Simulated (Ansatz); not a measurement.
Job for Ansatz (a program for electronic structure): R-CCSD(T)/aug-cc-pVDZ on C2H3N3 (a complex), monomers drawn apart or pushed together.

Ansatz 0.2 input:
```yaml
crystal:
  periodic: [false, false, false]
  atoms:
    - {symbol: N, position_ang: [-0.14951255, 0.12532483, -0.21558440]}
    - {symbol: N, position_ang: [0.21958874, -0.61510117, -0.92604463]}
    - {symbol: C, position_ang: [0.10247653, 1.40673070, 4.48961680]}
    - {symbol: C, position_ang: [0.91436447, 0.21969660, 4.27738349]}
    - {symbol: N, position_ang: [1.55400956, -0.71877098, 4.10066764]}
    - {symbol: H, position_ang: [0.72288165, 2.22691045, 4.85148710]}
    - {symbol: H, position_ang: [-0.36658302, 1.70483230, 3.55188889]}
    - {symbol: H, position_ang: [-0.67551973, 1.20360277, 5.22584450]}
basis:
  gaussian:
    orbitals: aug-cc-pVDZ
magnetization: {spin_polarized: false}
correlation: {method: ccsd_t, electrons: outside_noble_gas}
scf: {lower_state_search: off}
```

Program output:

```
WARN ansatz: RAYON_NUM_THREADS=2 ignored (pool sized by the plan → 2); use --threads N
Functional definition: HF
these checks for a lower state are left out or cut short: stability, starts, cluster_reference, orbital_swaps, neighbouring_geometries, increment
integrals: 0.36 GiB planned
1421 factors; integrals over basis functions are off by at most 7.3e-4 eV
mean field: 0.49 GiB planned
mean field evaluation 1: about -6552.3545 eV, gradient 3.3e1 eV
mean field evaluation 2: about -6552.4133 eV, gradient 3.3e1 eV
mean field evaluation 4: about -6555.2805 eV, gradient 5.2e0 eV
mean field evaluation 8: about -6555.3692 eV, gradient 3.0e-1 eV
mean field -6555.36958175 eV, -240.9053887401 hartree, gradient 1.4e-6 eV, S^2 0.000000; 0 other end points of the search recorded, 0 dependent functions left out
5 core orbitals not correlated
reference -6555.36958175 eV, -240.9053887401 hartree; 13, 13 occupied and 124, 124 virtual orbitals, 1421 factors
second order -20.47903630 eV of doubles, -0.00000000 eV of singles
coupled cluster: 1.06 GiB planned
cycle   1  -20.29027706 eV  change    1.9e-1 eV  update   1.2e-1
cycle   2  -20.97179829 eV  change   -6.8e-1 eV  update   3.5e-2
cycle   3  -21.12306569 eV  change   -1.5e-1 eV  update   1.6e-2
cycle   4  -21.12658400 eV  change   -3.5e-3 eV  update   4.2e-3
cycle   5  -21.13214429 eV  change   -5.6e-3 eV  update   1.6e-3
cycle   6  -21.13246976 eV  change   -3.3e-4 eV  update   3.5e-4
cycle   7  -21.13254056 eV  change   -7.1e-5 eV  update   9.4e-5
cycle   8  -21.13262658 eV  change   -8.6e-5 eV  update   2.9e-5
cycle   9  -21.13263980 eV  change   -1.3e-5 eV  update   9.7e-6
perturbative correction -0.86433578 eV, -0.0317637541 hartree
Total energy: -6577.36655733 eV, -241.7137626829 hartree
Checks for a lower state left out: stability, starts, cluster_reference, orbital_swaps, neighbouring_geometries, increment
```

The run converged.

Cost: roughly 40 core-seconds.
